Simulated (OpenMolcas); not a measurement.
# Ag7+: effect of the active space

```json
{
  "Program": "OpenMolcas 26.06",
  "Method": "MS-CASPT2 or its RAS form, IPEA 0.25 Eh, imaginary shift 0.1 Eh",
  "Basis": "ANO-RCC-VQZP",
  "Scalar Hamiltonian": "DKH2, point nucleus",
  "Spin-orbit coupling": "state interaction with AMFI integrals over the reference wave functions, term energies averaged over their components"
}
```

A. 4 electrons in 5 orbitals (4d); 2S+1 = 5 even, 5 roots; 2S+1 = 3 even, 45 roots; 2S+1 = 1 even, 50 roots; closed shells correlated: 4s 4p; CASPT2 step roughly 50 core-seconds
B. 10 electrons in 8 orbitals (RAS1 4p, at most 2 holes; RAS2 4d); 2S+1 = 5 even, 5 roots; 2S+1 = 3 even, 45 roots; 2S+1 = 1 even, 49 roots; closed shells correlated: 4s; CASPT2 step of the order of 2.4 core-minutes
C. 4 electrons in 10 orbitals (4d 5d); 2S+1 = 5 even, 5 roots; 2S+1 = 3 even, 45 roots; 2S+1 = 1 even, 49 roots; closed shells correlated: 4s 4p; CASPT2 step about 25 core-minutes

Energies in cm⁻¹ above 4d⁴ ⁵D₀, the measured ground level; measured values from Atoms 5, 11 (2017), spectra Ag VII to Ag IX.

```tsv
Level	A	B	C	Measured
4d⁴ ⁵D₀	0.0	0.0	0.0	0.0
4d⁴ ⁵D₁	1200	1214	1198	1340
4d⁴ ⁵D₂	2950	2990	2950	3212
4d⁴ ⁵D₃	4930	5000	4940	5292
4d⁴ ⁵D₄	7010	7120	7040	7443
4d⁴ ³P₀(1)	21820	22180	21810	21309
4d⁴ ³H₄ [70 %]	24130	24190	24100	23302
4d⁴ ³P₁(1)	26750	27180	26760	26526
4d⁴ ³H₅	26860	26940	26860	26250
4d⁴ ³G₃ [50 %]	27730	27990	27740	
4d⁴ ³F₂(1)	28600	28940	28650	28051
4d⁴ ³H₆	28730	28790	28760	28185
4d⁴ ³F₄(1) [54 %]	29970	30270	30020	
4d⁴ ³P₂(1)	32450	32950	32480	32134
4d⁴ ³F₃(1) [51 %]	33390	33760	33430	
4d⁴ ³G₄ [60 %]	33510	33810	33540	32698
4d⁴ ³G₅	35600	35920	35670	35077
4d⁴ ³D₃	38110	38590	38110	36879
4d⁴ ³D₂ [70 %]	39250	39730	39250	38402
4d⁴ ³D₁	40160	40690	40130	39191
4d⁴ ¹I₆	40650	40510	40690	39744
4d⁴ ¹G₄(1) [73 %]	43780	44140	43860	43104
4d⁴ ¹D₂(1)	49930	50120	49970	
4d⁴ ¹F₃	53690	53970	53800	52004
```

Deviations, from unrounded energies. A percentage is the sum of absolute deviations over the sum of measured energies, with the sign that they share, or ± where signs differ.

```tsv
Against measurement	Levels	A	B	C
mean absolute deviation (cm-1)	19	650	880	670
fine structure of the ground term (%)	4	-7.0	-5.6	-6.7
other terms of the ground configuration (%)	15	+2.2	+3.1	+2.3
```

A, C lie about equally close to measurement and B furthest from it. The largest miss of A in the table is 4d⁴ ¹F₃, by +1700 cm-1. The ranking rests on the paired levels alone, and a cruder setting can come out closer through cancelling errors.

The spin-orbit steps hold different terms of 4d⁴ (B lacks a ¹S; C lacks a ¹S), which shifts levels as well.

The two smallest mean deviations differ by little beside CASPT2's spread within terms, so their order carries little weight.

Among A to C the level of the table that moves most is 4d⁴ ³D₁, by 560 cm-1 (lowest in C, highest in B). Moves below CASPT2's spread within the term are not significant.

Term energies are means over components that CASPT2 splits; among the terms shown or strongly mixed into the levels shown the widest spread is 1200 cm-1 (4d⁴ ¹I, B). The CASPT2 spread within a term exceeds the gap to the next term for 4d⁴ ³D and 4d⁴ ¹I, 4d⁴ ¹I and 4d⁴ ¹G(1), so the order of their levels is uncertain (figures for A; the like holds for B, C). Active for correlation alone: 4p; no level in the range computed is led by a configuration that opens it, so any true level of that kind is missing (holds for B). Active for correlation alone: 5d; no level in the range computed is led by a configuration that fills it, so any true level of that kind is missing (holds for C). Computed and measured levels are paired by configuration, term and J; levels that our copy of the source lacks, or whose pairing is in doubt (as where it misses far off the trend of its configuration), stay unpaired and out of the deviations. Only configurations of the active space appear. The table leaves out levels that lie high or whose names do not pair safely across all columns.

A share in square brackets marks a mixed level and gives the weight of the term that names it, the lowest over the columns. A number in round brackets counts repeated terms of one configuration in the order of the reference energies.
